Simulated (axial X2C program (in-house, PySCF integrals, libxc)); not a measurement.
Worked dissociation energy of KTi: PBE0, spin-free

Computed with an in-house all-electron X2C program for linear molecules (integrals from PySCF). Spin-free means the one-electron spin-free X2C Hamiltonian. Basis: Ti dyall-cv3z [10s10p6d4f2g], K dyall-cv3z [11s12p6d3f] (cores contracted in-house); Gaussian nuclei, density fitting, unrestricted open shells. Masses: Ti 47.948 u, K 38.964 u.

Molecular state: M_S = 3/2, Λ = 2 (beyond evenly filled blocks: π+α, π-α, δ+α).

```
E(Ti) (2M_S = 2, M_L = 0) : -853.525551 hartree
E(K) (2M_S = 1, M_L = 0)  : -602.066600 hartree
E(KTi) at Re              : -1455.613322 hartree
ωe                        : 110.2 cm⁻¹
ωexe                      : 0.423 cm⁻¹
```

(1) Work out De and D0.

The state is one determinant whose occupation by symmetry is held fixed; it was picked as the lowest of a PBE0 search that is not exhaustive. Dissociation energies refer to the lowest single-determinant-based atoms at the same level and basis. Other states lie close and PBE0, whose exact exchange favours high spin, may order them wrongly; the determinant shown need not be the ground state. The nearest other spin-free determinant of the search, M_S = 3/2, Λ = 3, lies 0.14 eV up at the distance of the search. The functionals have no current-density term, which raises determinants with orbital currents, atoms included. The atomic limit has a lower orbital projection than the molecule and lies lower at mean-field level, so De may be about a tenth of an eV too small. The determinant is spin-polarised beyond a pure state at some levels (its spin-free form has ⟨S²⟩ too high), which makes Re and μ there less reliable.

The levels of this run spread widely (ωe from 94 to 127 cm⁻¹), so these constants depend on the method.

Each atomic determinant is the lowest at this level and need not be a pure term. Totals compare only within one Hamiltonian and basis.

Answers

(1) De = -853.525551 + (-602.066600) − (-1455.613322) = 0.02117 hartree = 0.576 eV. The zero-point energy is ωe/2 − ωexe/4 = 55 cm⁻¹ = 0.007 eV, so D0 = 0.569 eV.
